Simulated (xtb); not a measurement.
C₃H₆NO, doublet, geometry from GFN2-xTB; GFN2-xTB with ALPB(acetone) (xtb).

Input for xtb:
```
$ xtb mol.xyz --gfn 2 --uhf 1 --alpb acetone --json

# file mol.xyz
11

C     -0.57340588    -1.04248401    -0.84747629
N      0.22580332    -0.27232099    -0.07484776
C      1.57408486    -0.72022017     0.18317111
C     -0.22793319     0.90634106     0.45338122
O     -1.34568634     1.34977580     0.28262936
H     -0.19354223    -1.95873990    -1.24751590
H     -1.57037703    -0.70052078    -1.03182152
H      1.56102399    -1.68796428     0.68836733
H      2.08952465     0.00057103     0.81554840
H      2.12384536    -0.82477924    -0.75424729
H      0.53791799     1.41765245     1.05811220
```

**Question.** Predict the main parts of the log of this xtb run.

**Answer.** 
```
   ID    Z sym.   atoms
    1    6 C      1, 3, 4
    2    7 N      2
    3    8 O      5
    4    1 H      6-11

           -------------------------------------------------
          |                Calculation Setup                |
           -------------------------------------------------

           -------------------------------------------------
          |                 G F N 2 - x T B                 |
           -------------------------------------------------

      * Solvation model:               ALPB
        Solvent                        acetone
        Parameter file                 internal GFN2-xTB/ALPB
        Dielectric constant                2.0700E+01
        Reference state                gsolv [1 M gas/solution]
        Free energy shift                  5.9241E-03 Eh       3.7175E+00 kcal/mol
        Temperature                        2.9815E+02 K
        Density                            7.9000E-01 kg/L
        Solvent mass                       5.8080E+01 g/mol
        Interaction kernel             P16
        Born radius scaling (c1)           1.8274E+00
        Born radii integrator          GBOBC
        Born offset                        0.0000E+00 a0       0.0000E+00 AA
        H-bond correction              true
        Ion screening                  false
        Surface tension                    1.0000E-05 Eh       1.5569E+01 dyn/cm
        Grid points                               230 per atom

          ...................................................
          :                      SETUP                      :
          :.................................................:
          :  # basis functions                  26          :
          :  # atomic orbitals                  26          :
          :  # shells                           16          :
          :  # electrons                        29          :
          :  max. iterations                   250          :
          :  Hamiltonian                  GFN2-xTB          :
          :  restarted?                      false          :
          :  GBSA solvation                   true          :
          :  PC potential                    false          :
          :  electronic temp.          300.0000000     K    :
          :  accuracy                    1.0000000          :
          :  -> integral cutoff          0.2500000E+02      :
          :  -> integral neglect         0.1000000E-07      :
[...]
         :: total energy             -16.415902081334 Eh    ::
[...]
     8   1 H        0.924     0.087     1.905     2.159
     9   1 H        0.925     0.076     2.017     2.221
    10   1 H        0.924     0.087     1.905     2.159
    11   1 H        0.923     0.004     2.990     2.704

 Mol. C6AA /au·bohr⁶  :       1097.213796
 Mol. C8AA /au·bohr⁸  :      23755.185847
 Mol. α(0) /au        :         50.638716

Wiberg/Mayer (AO) data.
largest (>0.10) Wiberg bond orders for each atom

 ---------------------------------------------------------------------------
     #   Z sym  total        # sym  WBO       # sym  WBO       # sym  WBO
 ---------------------------------------------------------------------------
     1   6 C    3.546 --     2 N    1.330     6 H    0.977     7 H    0.975
                             4 C    0.121
     2   7 N    3.666 --     1 C    1.330     4 C    1.187     3 C    0.993
                             5 O    0.146
     3   6 C    3.953 --     2 N    0.993     9 H    0.977     8 H    0.970
                            10 H    0.970
     4   6 C    3.940 --     5 O    1.668     2 N    1.187    11 H    0.926
                             1 C    0.121
     5   8 O    1.982 --     4 C    1.668     2 N    0.146
     6   1 H    0.995 --     1 C    0.977
     7   1 H    0.995 --     1 C    0.975
     8   1 H    0.992 --     3 C    0.970
     9   1 H    0.994 --     3 C    0.977
    10   1 H    0.992 --     3 C    0.970
    11   1 H    1.000 --     4 C    0.926
 ---------------------------------------------------------------------------

Topologies differ in total number of bonds
Writing topology from bond orders to xtbtopo.mol

molecular dipole:
                 x           y           z       tot (Debye)
 q only:        1.601      -1.255      -0.126
   full:        1.775      -1.276      -0.071       5.559
molecular quadrupole (traceless):
                xx          xy          yy          xz          yz          zz
 q only:        0.141       2.858      -1.243       1.613       0.137       1.102
  q+dip:       -0.926       4.011      -0.828       1.784       0.680       1.754
   full:       -0.965       4.095      -1.102       1.519       0.087       2.067

           -------------------------------------------------
          | TOTAL ENERGY              -16.415902081334 Eh   |
          | GRADIENT NORM               0.020534472485 Eh/α |
          | HOMO-LUMO GAP               2.751223110198 eV   |
           -------------------------------------------------

normal termination of xtb
```
